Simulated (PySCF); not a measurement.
**Bond curve of NaGa**

Set-up: PySCF, scalar-relativistic core potentials, basis sets Na aug-cc-pVDZ, Ga aug-cc-pVDZ-PP with ECP10. Energies in eV from Na + Ga in their ground configurations at the same level. All curves are PBE0. state 1: ¹Σ⁺ (singlet), closed shell; state 2: ³Π (triplet), unpaired electrons σ ↑, π ↑, a second solution, started from another occupation; state 3: Ms = 0 determinant of mixed spin (⟨S²⟩ near 1.0), unpaired electrons σ ↑, π ↓, a second solution, started from another occupation; state 4: triplet, unpaired electrons σ ↑↑, a second solution, started from another occupation.

| R (Å) | state 1 | state 2 | state 3 | state 4 |
| --- | --- | --- | --- | --- |
| 2.691 | -0.4726 | -0.4585 | -0.2446 | 0.6246 |
| 2.816 | -0.5893 | -0.5103 | -0.3064 | 0.4646 |
| 2.941 | -0.6559 | -0.5286 | -0.3369 | 0.3454 |
| 3.035 | -0.6804 | -0.5266 | -0.3453 | 0.2764 |
| 3.129 | -0.6877 | -0.5149 | -0.3447 | 0.2209 |
| 3.223 | -0.6812 | -0.4962 | -0.3374 | 0.1761 |
| 3.348 | -0.6557 | -0.4639 | -0.3205 | 0.1294 |
| 3.505 | -0.6037 | -0.4168 | -0.2924 | 0.0867 |
| 3.692 | -0.5220 | -0.3573 | -0.2542 | 0.0515 |
| 3.942 | -0.3949 | -0.2814 | -0.2031 | 0.0221 |

Task: Put a parabola through the three lowest points of the state 1 curve and estimate Re, k and ωe (reduced mass 17.24 u; 1 eV/Å² = 0.16022 mdyn/Å; ωe = 1302.8·√(k/μ) cm⁻¹).

Result: Through R = 3.035, 3.129, 3.223 Å the second-order coefficient is 0.781 eV/Å², so Re ≈ 3.132 Å, k ≈ 0.250 mdyn/Å and ωe ≈ 157 cm⁻¹. A polynomial fit of higher order to the unrounded PBE0 energies gives Re = 3.128 Å, k = 0.251 mdyn/Å, ωe = 157 cm⁻¹; anharmonicity and rounding make the difference.

The higher-order fit for each curve: state 1: Re = 3.128 Å, ωe = 157 cm⁻¹, De = 0.69 eV; state 2: Re = 2.971 Å, ωe = 145 cm⁻¹, minimum 0.53 eV below the ground-state fragments; state 3: Re = 3.073 Å, ωe = 119 cm⁻¹, minimum 0.346 eV below the ground-state fragments. State 4 gave no clean fit.

Closed-shell solutions of metal pairs were not tested for spin polarisation, which can lower them a little.
